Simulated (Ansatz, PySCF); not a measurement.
This Ansatz (a program for electronic structure) input computes a SVWN5/def2-TZVPD energy:

Ansatz 0.2 input:
```yaml
crystal:
  periodic: [false, false, false]
  atoms:
    - {symbol: Cl, position_ang: [0.35339225, -1.91509034, 1.58270808]}
    - {symbol: Sn, position_ang: [0.00000000, -0.00000000, -0.00000000]}
    - {symbol: Cl, position_ang: [-0.37414718, 2.10841442, 1.30844353]}
    - {symbol: Cl, position_ang: [-2.00598994, -0.46059413, -1.43571563]}
    - {symbol: Cl, position_ang: [2.02674487, 0.26727005, -1.45543598]}
basis:
  gaussian:
    orbitals: def2-TZVPD
hamiltonian:
  xc: {name: SVWN5}
total_charge: -1
magnetization: {spin_polarized: true, initial_magnetization: 1}
output: {forces: true}
```

**Question.** Write an input for the same energy in PySCF and say what it gives.

**Answer.** 
```python
from pyscf import gto, scf, dft

mol = gto.M(
    atom='''
    Cl    0.35339225   -1.91509034    1.58270808
    Sn    0.00000000   -0.00000000   -0.00000000
    Cl   -0.37414718    2.10841442    1.30844353
    Cl   -2.00598994   -0.46059413   -1.43571563
    Cl    2.02674487    0.26727005   -1.45543598
    ''',
    basis='def2-tzvpd',
    ecp='def2-tzvp',
    charge=-1,
    spin=1,
    verbose=4,
)

mf = dft.UKS(mol, xc='svwn').density_fit(auxbasis='def2-universal-jkfit')
mf.grids.level = 3
mf.conv_tol = 1e-9
mf.max_cycle = 100
mf.max_memory = 1500
mf.kernel()
if not mf.converged:
    mf = mf.newton()
    mf.kernel(mf.make_rdm1())
for _ in range(2):
    mo, _, stable, _ = mf.stability(return_status=True)
    if stable:
        break
    mf.kernel(mf.make_rdm1(mo, mf.mo_occ))
mf.analyze()
```
It gives -2049.19670 Eh, and Ansatz -2049.19665 Eh, a difference of 0.05 mEh, from the treatment of integrals and grids.
